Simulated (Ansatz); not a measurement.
A run for Ansatz (a quantum-chemistry and plane-wave program): R-CAM-B3LYP/def2-TZVPP on C6H6 (SMILES C1=CC1C1C=C1).

Ansatz 0.2 input:
```yaml
crystal:
  periodic: [false, false, false]
  atoms:
    - {symbol: C, position_ang: [1.63235198, 1.15349373, 0.10494041]}
    - {symbol: C, position_ang: [1.98817910, -0.08054485, 0.21638091]}
    - {symbol: C, position_ang: [0.62825806, 0.14616947, -0.38726825]}
    - {symbol: C, position_ang: [-0.62828623, -0.14622211, 0.38726995]}
    - {symbol: C, position_ang: [-1.63239778, -1.15352048, -0.10495693]}
    - {symbol: C, position_ang: [-1.98820681, 0.08052641, -0.21636678]}
    - {symbol: H, position_ang: [1.84649490, 2.19581979, 0.26417518]}
    - {symbol: H, position_ang: [2.71289854, -0.80896025, 0.53551910]}
    - {symbol: H, position_ang: [0.50450938, 0.01322446, -1.46435524]}
    - {symbol: H, position_ang: [-0.50453055, -0.01330212, 1.46435923]}
    - {symbol: H, position_ang: [-1.84655134, -2.19584121, -0.26421151]}
    - {symbol: H, position_ang: [-2.71291926, 0.80895718, -0.53548607]}
basis:
  gaussian:
    orbitals: def2-TZVPP
hamiltonian:
  xc: {name: CAM-B3LYP}
scf: {lower_state_search: off}
```

Output:

```
WARN ansatz: RAYON_NUM_THREADS=4 ignored (pool sized by the plan → 4); use --threads N
Functional definition: CAM-B3LYP
these checks for a lower state are left out or cut short: stability, starts, cluster_reference, orbital_swaps, neighbouring_geometries, increment
integrals: 0.24 GiB planned
1434 factors; their error is unknown
integrals: 0.28 GiB planned
360 factors; integrals over basis functions are off by at most 6.5e-6 eV
mean field: 2.15 GiB planned
mean field evaluation 1: about -6305.0901 eV, gradient 5.8e1 eV
mean field evaluation 2: about -6306.6194 eV, gradient 5.2e1 eV
mean field evaluation 4: about -6312.9293 eV, gradient 2.9e0 eV
mean field evaluation 8: about -6312.9507 eV, gradient 2.8e-2 eV
mean field evaluation 16: about -6312.9365 eV, gradient 7.9e-5 eV
mean field -6312.93645015 eV, -231.9961354811 hartree, gradient 1.8e-6 eV, S^2 0.000000; 0 other end points of the search recorded, 0 dependent functions left out
reference -6312.93659326 eV, -231.9961407404 hartree; 21, 21 occupied and 249, 249 virtual orbitals, 1434 factors
Total energy: -6312.93659326 eV, -231.9961407404 hartree
Checks for a lower state left out: stability, starts, cluster_reference, orbital_swaps, neighbouring_geometries, increment
```

Self-consistency was reached.

Cost: about 7 core-seconds (a rough figure).
